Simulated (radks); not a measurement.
Polarisability of the boron ion B+, [He] 2s2, at imaginary frequency. Calculated with a radial shooting solver on a logarithmic mesh with Libxc functionals: non-relativistic Kohn-Sham, exchange-only LDA, spin-unpolarised, spherical densities, point nucleus. Response by self-consistent Sternheimer equations with the Hartree and adiabatic exchange-only LDA kernel.

w (hartree)  alpha1(iw) (bohr^3)  alpha2(iw) (bohr^5)
0.00266                    10.95                32.39
0.0143                     10.93                32.38
0.0360                     10.81                32.30
0.0697                     10.46                32.03
0.118                      9.661                31.38
0.186                      8.251                29.99
0.280                      6.329                27.43
0.413                      4.318                23.30
0.605                      2.653                17.75
0.892                      1.495                11.73
1.35                      0.7763                6.568
2.12                      0.3661                3.061
3.59                      0.1516                1.150
6.94                     0.05134               0.3196
17.5                     0.01073              0.05143

Static values: alpha1 = 10.95 bohr^3 (1.622 angstrom^3; uncoupled 20.98), alpha2 = 32.40 bohr^5, alpha3 = 212.6 bohr^7. C6 = 30.11, C8 = 597.8, triple-dipole C9 = 242.9 atomic units. One-pole (London) frequency 4 C6 / (3 alpha1^2) = 0.335 hartree, against 0.667 for minus the highest occupied eigenvalue. The dipole shielding factor is 0.800, as the force sum rule N/Z = 0.800 demands.
